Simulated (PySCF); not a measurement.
Species: C5H15NSi2.
Cartesian coordinates in Å at the PBE0-D3(BJ)/def2-SVP level; atoms count from 1:
```
atom  x, y, z in Å
C1     2.8362   -0.0893   -0.7497
C2     1.3642   -0.4483   -0.6380
C3     0.5850    0.5122    0.2547
N4    -0.8289    0.1936    0.3662
Si5   -1.4788   -0.9443    1.5251
C6    -3.3244   -0.6048    1.2971
C7    -3.5383   -0.1734   -0.1680
Si8   -2.0481    0.8668   -0.6926
H9     2.9722    0.9189   -1.1735
H10    3.3284   -0.0994    0.2365
H11    3.3774   -0.7959   -1.3970
H12    0.8953   -0.4591   -1.6371
H13    1.2505   -1.4719   -0.2403
H14    1.0468    0.5267    1.2601
H15    0.7062    1.5418   -0.1322
H16   -1.1218   -2.3734    1.2301
H17   -0.9743   -0.6503    2.9055
H18   -3.5900    0.2194    1.9814
H19   -3.9599   -1.4609    1.5759
H20   -3.5607   -1.0593   -0.8261
H21   -4.4987    0.3468   -0.3151
H22   -2.2325    2.3392   -0.4633
H23   -1.7112    0.7005   -2.1443
```

The closed-shell ground state was solved at several levels (PySCF, density fitting, gas phase, non-relativistic).

| level | basis functions | HOMO (eV) | LUMO (eV) | gap (eV) | dipole (D) |
| --- | --- | --- | --- | --- | --- |
| PBE0/pcSseg-1 | 225 | -6.72 | 0.56 | 7.28 | 0.18 |
| B97-2/pcSseg-1 | 225 | -6.47 | 0.61 | 7.08 | 0.17 |

(1) What might PBE0/def2-SVPD (288 basis functions) give for the same quantities?

(2) Over all these levels, which gives the widest orbital gap and which the narrowest?

(3) How far do the dipole and the HOMO energy spread over the levels?

## Answers

(1) HOMO -6.70 eV, LUMO 0.30 eV, gap 7.00 eV, dipole 0.23 D.

(2) PBE0/pcSseg-1 has the widest, 7.28 eV, and PBE0/def2-SVPD the narrowest, 7.00 eV. The two share the functional. From the narrowest to the widest the HOMO moves by -0.02 eV and the LUMO by +0.26 eV.

(3) The dipole runs from 0.17 to 0.23 D (mean 0.19 D) and the HOMO from -6.72 to -6.47 eV.

One conformer stands for the species.
